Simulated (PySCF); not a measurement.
Excitation energy of Cu⁺ by level of theory

Cu⁺ [Ar] 3d10 (1S) → Cu⁺ [Ar] 3d9 4s1 (3D), as a difference of total energies. Computed with PySCF 2.14 in aug-cc-pVTZ-DK (8s7p5d3f2g, 93 functions), with the spin-free X2C one-electron Hamiltonian (Gaussian nucleus). Correlated levels: valence: [Ar] frozen. The calculations carry no spin-orbit coupling.

```tsv
method	excitation energy (eV)	error (eV)
UHF	0.652	-2.156
MP2 (valence)	3.404	+0.596
SCS-MP2 (valence)	3.144	+0.336
CCSD (valence)	2.424	-0.384
CCSD(T) (valence)	2.589	-0.219
```

Reference: 2.808 eV (measured; NIST levels, between the centres of gravity of the two terms).

Errors of the correlated levels include the incompleteness of this basis and the frozen core.
